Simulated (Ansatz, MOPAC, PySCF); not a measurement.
System: BeCl, net charge 1, singlet state. SMILES: [Cl][Be+]
Coordinates optimised at B3LYP-D3(BJ)/def2-TZVP (Ansatz, a quantum-chemistry and plane-wave program):
```
Be
Cl 1 1.7275
```
Charge +1, spin multiplicity 1.

Quantity: vertical ionisation energy to the doublet, in eV. Set-up: 6-31G* and kin with 6d, 5d where marked; no spin-orbit coupling; 6-311+G** with 5d, 6d on Na to Ar in Ansatz; each state is the SCF solution reached for its charge and spin; UHF or UKS for open shells; non-relativistic; valence correlation only. Ab initio and DFT rows: single points at B3LYP-D3(BJ) geometries (Ansatz). Semi-empirical rows: differences of heats of formation at the shared geometry for vertical values. The spin state of an ion or metal species was assumed, not searched.

```csv
level,program,vertical ionisation energy to the doublet (eV)
PM6,MOPAC,17.13
HF/6-31G*,Ansatz,17.78
HF/6-311+G**,Ansatz,17.78
PBE/6-311+G**,Ansatz,19.23
B3LYP/6-31G*,Ansatz,19.20
M06-2X/6-31G* (5d),PySCF,19.16
MP2/6-311+G**,Ansatz,18.80
PBE0/def2-TZVPD,Ansatz,19.08
wB97M-V/def2-TZVPD,Ansatz,19.07
wB97X-V/def2-TZVPD,Ansatz,19.06
```

No value to compare with is used here. The 7 habitual levels span 17.13 (PM6) to 19.23 eV (PBE/6-311+G**); wB97X-V/def2-TZVPD gives 19.06.

The levels are drawn from those run, B3LYP/6-31G* more often than the rest, none by its result; runs whose electronic state is in doubt are left out.
